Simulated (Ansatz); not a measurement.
Reactions of AlClF2 (`[F][Al]([F])[Cl]`).

Calculated with Ansatz (gas phase, PBE0-D4/def2-TZVP geometries, no zero-point term in ΔE). CCSD(T)/CBS adds triple-zeta CCSD(T) − MP2 to the extrapolated MP2 energy (def2 sets, frozen cores). Small cases extrapolate CCSD(T) itself. Functionals use def2-TZVPP. def2 core potentials past Kr. For Br, I outer-core shells are correlated without core-valence functions, which leaves a few kJ/mol of doubt a bond. Scalar relativity is left out up to krypton. One conformer a species, not always the lowest.

| reaction | ωB97X-V (kJ/mol) | HF/CBS(def2) (kJ/mol) | PBE0-D4 (kJ/mol) |
| --- | --- | --- | --- |
| `[F][Al]([F])[Cl]` + H₂ → `[F][AlH][F]` + HCl | 126 | 123 | 126 |
| `[F][Al]([F])[Cl]` + `C[SiH2]Cl` → `C[SiH](Cl)[Al]([F])[Cl]` + H–F | 171 | 203 | 153 |
| `[F][Al]([F])[Cl]` + HBr → `[F][Al]([F])[Br]` + HCl | 2 | 1 | 0 |
| `[F][Al]([F])[Cl]` + `O[SiH3]` → `[F][Al]([F])[O][SiH3]` + HCl | 0 | -8 | 4 |
| `[F][Al]([F])[Cl]` + HI → `[F][Al]([F])[I]` + HCl | 12 | 14 | 7 |

Task: Give the CCSD(T)/CBS values in the same order. (Best estimate.)

Result: The calculation gave: 133, 172, -1, -2, 7 kJ/mol.

Largest T1 diagnostic: 0.013, for `[F][AlH][F]`.

Extrapolated directly: `[F][Al]([F])[Cl]` + H₂ → `[F][AlH][F]` + HCl.
